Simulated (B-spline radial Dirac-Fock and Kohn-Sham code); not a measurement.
These are calculated numbers from a radial atomic solver; the model is the independent-particle Dirac-Slater model, thresholds from Dirac-Fock. Kinetic energies are from the vacuum level. Open shells are spread statistically over j, without multiplet splitting. Without correlation, outer binding energies are uncertain by a few eV, most for open f shells.

Q: A free atom or ion in its tabulated ground configuration is ionised with 4310 eV photons and gives these photoelectron lines. Identify it and assign the lines.

```
kinetic energy (eV)  relative cross section
             1763.2                    48.8
             1992.9                    54.5
             2077.4                   100.0
             3867.3                     9.1
             3953.5                     7.1
             3967.4                    13.1
             4119.1                     2.3
             4121.5                     3.3
             4245.0                     1.5
             4270.9                    0.94
             4272.7                     1.7
             4304.4                    0.13
```

A: Zr, [Kr] 4d2 5s2. Binding energies are hν less the kinetic energy: 2s 2546.8 eV, 2p1/2 2317.1 eV, 2p3/2 2232.6 eV, 3s 442.7 eV, 3p1/2 356.5 eV, 3p3/2 342.6 eV, 3d3/2 190.9 eV, 3d5/2 188.5 eV, 4s 65.05 eV, 4p1/2 39.10 eV, 4p3/2 37.33 eV, 5s 5.60 eV.

Run: 3.2 s of CPU time on 1 thread of Intel(R) Xeon(R) 6975P-C (shared host), peak memory 0.41 GiB.
